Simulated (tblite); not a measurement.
Record of a relaxation.

C6H12BBrO.
Numbering: `[CH3:1][O:2][B:3]1[CH2:4][CH2:5][CH2:6][C@H:7]([Br:8])[CH2:9]1` (hydrogens: H10, H11, H12 on C1; H13, H14 on C4; H15, H16 on C5; H17, H18 on C6; H19 on C7; H20, H21 on C9)

Computed with GFN2-xTB (tblite), gas phase: L-BFGS steps from a force-field or distance-geometry start until the largest atomic force falls under 0.01 eV/Å. 3 of its 126 geometries are shown.

Step 0: E = -771.4066 eV, largest atomic force 2.233 eV/Å
```
atom  x, y, z in Å  |  force x, y, z in eV/Å
C1      2.823    0.323   -0.222   -0.194   0.371  -0.283
O2      2.015   -0.325   -1.182   -1.576  -0.262   0.721
B3      0.605   -0.291   -0.808    2.091   0.562  -0.547
C4     -0.009   -1.522   -0.088    1.417  -1.080  -0.170
C5     -1.330   -1.320    0.582   -1.135  -1.593   0.890
C6     -1.941    0.035    0.415   -1.713   0.843   0.895
C7     -0.951    1.173    0.439    0.480  -0.964  -0.519
Br8    -1.812    2.893    0.545   -0.269   0.373   0.363
C9     -0.163    1.103   -0.847    0.607   0.090  -0.460
H10     2.529    1.403   -0.186    0.382  -0.623   0.344
H11     3.854    0.246   -0.590   -0.220  -0.027   0.296
H12     2.692   -0.170    0.775    0.296   0.499  -0.606
H13    -0.068   -2.354   -0.817    0.117   0.219   0.361
H14     0.732   -1.873    0.685   -0.422   0.191  -0.781
H15    -2.052   -2.049    0.145    0.276   0.343   0.472
H16    -1.256   -1.582    1.671   -0.009   0.275  -0.798
H17    -2.607    0.202    1.303   -0.032  -0.188  -0.818
H18    -2.549    0.035   -0.517    0.327   0.368   0.599
H19    -0.238    1.014    1.270   -0.510   0.542  -0.003
H20     0.544    1.958   -0.828   -0.413  -0.345  -0.650
H21    -0.829    1.119   -1.746    0.500   0.407   0.694
```

Step 62: E = -772.8048 eV, largest atomic force 0.055 eV/Å
```
atom  x, y, z in Å  |  force x, y, z in eV/Å
C1      3.099    0.421   -0.334    0.023   0.006  -0.009
O2      2.076   -0.545   -0.296    0.011   0.010   0.015
B3      0.767   -0.352   -0.362    0.025  -0.005  -0.012
C4     -0.193   -1.623   -0.253   -0.038   0.024   0.032
C5     -1.363   -1.343    0.700   -0.028   0.029   0.007
C6     -2.083   -0.044    0.330   -0.009   0.000   0.006
C7     -1.136    1.135    0.455   -0.016  -0.021   0.025
Br8    -2.153    2.829    0.187   -0.016  -0.028  -0.006
C9      0.025    1.066   -0.519   -0.014   0.005   0.015
H10     2.724    1.424   -0.545   -0.005  -0.020  -0.009
H11     3.814    0.137   -1.108   -0.003  -0.024  -0.018
H12     3.610    0.426    0.632   -0.006  -0.020   0.007
H13    -0.615   -1.853   -1.234    0.039   0.002  -0.037
H14     0.339   -2.517    0.073    0.003   0.008   0.010
H15    -2.083   -2.166    0.672    0.046   0.025   0.003
H16    -0.987   -1.265    1.725   -0.020  -0.004  -0.036
H17    -2.941    0.104    0.991    0.010  -0.023  -0.023
H18    -2.452   -0.109   -0.697   -0.002   0.001   0.018
H19    -0.771    1.212    1.482    0.006   0.024  -0.001
H20     0.674    1.929   -0.358    0.009   0.009  -0.006
H21    -0.361    1.149   -1.540   -0.014   0.001   0.020
```

Step 125: E = -772.8171 eV, largest atomic force 0.008 eV/Å
```
atom  x, y, z in Å  |  force x, y, z in eV/Å
C1      3.123    0.398   -0.515   -0.001   0.000  -0.003
O2      2.096   -0.546   -0.336    0.000  -0.004   0.003
B3      0.791   -0.331   -0.241    0.001   0.002   0.000
C4     -0.153   -1.612   -0.121    0.001  -0.002   0.001
C5     -1.427   -1.345    0.687   -0.002   0.001  -0.001
C6     -2.110   -0.054    0.237   -0.003   0.000   0.001
C7     -1.203    1.132    0.507   -0.001  -0.003   0.001
Br8    -2.214    2.812    0.146    0.006   0.000   0.002
C9      0.070    1.106   -0.317   -0.004   0.001   0.000
H10     2.739    1.389   -0.764    0.002   0.002  -0.001
H11     3.765    0.048   -1.325    0.007   0.002   0.003
H12     3.711    0.458    0.404   -0.002  -0.003  -0.004
H13    -0.445   -1.908   -1.133    0.003   0.002  -0.002
H14     0.376   -2.466    0.302    0.003  -0.003   0.000
H15    -2.126   -2.177    0.576    0.001   0.001   0.001
H16    -1.175   -1.265    1.747    0.001   0.004  -0.002
H17    -3.052    0.070    0.776   -0.003   0.002  -0.001
H18    -2.334   -0.107   -0.831   -0.002  -0.002   0.001
H19    -0.970    1.194    1.573   -0.003  -0.001   0.001
H20     0.714    1.932   -0.005   -0.002   0.000   0.001
H21    -0.186    1.290   -1.366   -0.001  -0.002  -0.002
```

**Question.** Summarise the path.

**Answer.** The energy falls by 32.53 kcal/mol from step 0 to step 125; nine tenths of that is first reached at step 27. It falls at every step. The largest force goes from 2.233 to 0.008 eV/Å. Among the bonds O2–B3 changes most, from 1.459 to 1.326 Å; the atoms move by 0.643 Å rms after alignment.

**Question.** Follow the three bonds and two angles with the largest change from start to end.

**Answer.** 
```csv
step,E above end (kcal/mol),largest force (eV/Å),O2–B3 (Å),C7–Br8 (Å),B3–C4 (Å),C1–O2–B3 (°),Br8–C7–H19 (°)
0,32.53,2.233,1.459,1.927,1.553,111.6,112.1
5,21.72,0.420,1.367,2.005,1.581,114.0,104.0
11,19.13,0.382,1.353,1.982,1.604,121.0,102.9
16,14.05,0.558,1.337,2.042,1.585,130.1,101.2
22,6.63,0.457,1.327,2.001,1.618,133.6,103.8
27,3.24,0.229,1.323,1.975,1.607,131.2,105.7
33,2.25,0.134,1.325,1.990,1.596,129.8,102.9
38,1.71,0.193,1.325,1.990,1.590,127.0,103.4
43,1.22,0.229,1.325,1.989,1.597,126.6,104.3
49,0.70,0.130,1.326,1.998,1.596,126.9,103.4
54,0.45,0.074,1.325,1.990,1.596,127.7,103.9
60,0.31,0.079,1.326,1.995,1.598,128.1,103.8
65,0.26,0.062,1.325,1.992,1.597,128.1,103.5
71,0.22,0.031,1.325,1.991,1.595,128.3,103.9
76,0.20,0.036,1.324,1.994,1.596,128.7,103.7
82,0.18,0.025,1.324,1.992,1.595,128.9,103.6
87,0.17,0.022,1.325,1.994,1.595,128.9,103.7
92,0.15,0.026,1.325,1.993,1.596,128.8,103.8
98,0.11,0.040,1.326,1.994,1.595,128.7,103.8
103,0.07,0.038,1.326,1.995,1.597,128.5,103.7
109,0.04,0.021,1.326,1.993,1.595,128.2,103.6
114,0.02,0.029,1.326,1.994,1.594,128.1,103.8
120,0.01,0.016,1.326,1.993,1.595,128.1,103.7
125,0.00,0.008,1.326,1.994,1.595,128.2,103.7
```

What follows is the cost of the whole relaxation. The run took 1.9 s of wall time on one thread of an Arm Neoverse N1, no GPU, on a shared host.
